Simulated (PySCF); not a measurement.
**Dipole response of S⁺ (sulfur, charge +1)**

[Ne] 3s2 3p3, high-spin 4S determinant. Calculation: PySCF 2.14, in dyall-av3z; scalar relativity by spin-free X2C-1e. Coupled (time-dependent) response in atomic units; α is the mean over directions.

```
 method  mean α (bohr³)  C₆ (like pair)  S(−4)
    UHF           10.83           53.21  33.64
    PBE           10.94           54.01  33.34
   PBE0           10.81           53.15  32.31
  B97-3           10.75           52.82  31.77
wB97X-V           10.80           53.16  32.07
```

S(−4) is the Cauchy moment in α(ω) = α(0) + S(−4) ω² + …

α(iu) at PBE:

```tsv
u (hartree)	α(iu) (bohr³)
0	10.94
0.0500	10.86
0.100	10.62
0.200	9.775
0.300	8.653
0.500	6.397
0.750	4.305
1.00	2.987
1.50	1.625
2.00	1.009
3.00	0.5001
5.00	0.2049
```

For an ion, C₆ is the dispersion term alone; charge-induced terms of lower order in 1/R come first.
